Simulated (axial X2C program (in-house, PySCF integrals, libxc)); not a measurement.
## Which functional? An output for InBr

An SCF output computed with an in-house relativistic program for diatomic molecules for InBr at 2.570 Å, two-component, state Ω = 0, In dyall-cv3z [11s12p9d4f1g], Br dyall-cv3z [8s9p6d4f1g] (cores contracted in-house), without its first line:

```
basis functions 231  fitting functions 1226  grid points 5803
iter        total energy     max residual
   1      -8479.527160208     3.66e-01
   2      -8479.561024359     7.31e-03
   3      -8479.562114488     9.29e-03
   4      -8479.562234849     1.77e-03
   5      -8479.562251466     1.96e-04
   6      -8479.562252589     1.40e-04
   7      -8479.562252749     3.58e-05
   8      -8479.562252769     7.01e-06
   9      -8479.562252771     5.56e-06
  10      -8479.562252771     1.21e-06
converged
one-electron -12414.58547464  Coulomb 3835.97476237  exact exchange -249.81047487  xc functional 0.00000000  nuclear repulsion 353.12798316  atomic mean-field constant -4.26904879
```

Problem. Which level of theory produced it?
A. BP86
B. PBE0
C. HF

Solution. C. The exact-exchange term against the functional term shows a share of 1 of exact exchange.
